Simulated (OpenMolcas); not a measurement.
# Predicting a hybrid from its neighbours: C2H6FIn

C2H6FIn: 10 atoms, total charge 0, spin state singlet. SMILES: `C[CH](F)[InH2]`. Geometry: relaxed at PBE0-D4/def2-TZVP.

The dipole moment y, in D, basis def2-SVP with a core potential; a is the functional's share of exact exchange. Programs: OpenMolcas 26.06.

| functional | program | a | y (D) |
| --- | --- | --- | --- |
| TPSS | OpenMolcas | 0 | 1.63 |
| r2SCAN | OpenMolcas | 0 | 1.70 |
| B3LYP | OpenMolcas | 0.2 | 1.71 |
| PBE0 | OpenMolcas | 0.25 | ? |
| BHLYP | OpenMolcas | 0.5 | 1.89 |

Q: Fit y = c + s·a to the known rows and predict PBE0.

A: 
1. Means of the 4 rows: a = 0.1750, y = 1.732.
2. Σ(Δa)² = 0.1675, Σ(Δa·Δy) = 0.07425, so the slope is 0.07425/0.1675 = 0.44328.
3. Intercept: 1.732 − (0.44328) × 0.1750 = 1.654. The largest residual of the fit is 0.045.
4. PBE0: 1.654 + (0.44328) × 0.25 = 1.76 D.

The run gave 1.74 D, so the prediction is off by +0.02 D, within the largest residual. More exact exchange makes the molecule more polar here. The rows mix families of semi-local functionals, which the line can't see.
